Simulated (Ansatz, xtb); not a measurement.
The molecule ZnSi, multiplicity 3 (lowest of 2S+1 = 1, 3 at CCSD(T)/def2-TZVPP on PBE0 minima; our sources give no spin for the ground state, which may be another). No spin–orbit coupling. Zn is treated without relativity. The T1 diagnostic near the minimum is 0.047, so single-reference values are doubtful.

The constants come from a fifth-degree fit in 1/R (seven points, main isotopes). Runs in def2 and cc sets follow the lowest solution found near the PBE0 minimum.

Programs: Ansatz (Gaussian orbitals); xtb for the GFN methods. Values without a source in brackets are computed. The GFN methods have no spin term and hold the electronic entropy of 300 K.

| level | r_e (Å) | ω_e (cm⁻¹) | B_e (cm⁻¹) | ω_e x_e (cm⁻¹) | dipole (D) |
|---|---|---|---|---|---|
| GFN1-xTB | 2.305 | 396 | 0.163 | 2.9 | - |
| GFN2-xTB | 2.314 | 334 | 0.162 | 2.8 | - |
| SVWN5/def2-TZVPP | 2.313 | 304 | 0.162 | 1.8 | 1.82 |
| PBE/def2-TZVPP | 2.378 | 276 | 0.153 | 1.9 | 2.05 |
| r2SCAN/def2-TZVPP | 2.350 | 289 | 0.157 | 2.1 | 2.21 |
| B97M-V/def2-TZVPP | 2.376 | 280 | 0.153 | 2.3 | 2.19 |
| B3LYP/def2-TZVPP | 2.427 | 244 | 0.147 | 2.3 | 2.09 |
| PBE0/def2-TZVPP | 2.393 | 269 | 0.151 | 2.0 | 2.44 |
| BHLYP/def2-TZVPP | 2.459 | 227 | 0.143 | 2.6 | 2.42 |
| CAM-B3LYP/def2-TZVPP | 2.420 | 238 | 0.148 | 2.6 | 2.25 |
| wB97X-V/def2-TZVPP | 2.417 | 243 | 0.148 | 2.6 | 2.62 |
| wB97M-V/def2-TZVPP | 2.419 | 243 | 0.148 | 2.3 | 2.25 |
| B2PLYP/def2-TZVPP | 2.409 | 251 | 0.149 | 2.3 | - |

Correlated levels freeze the inner cores; with def2 sets outer-core shells near the valence are correlated too.

Ansatz is a first-principles code.
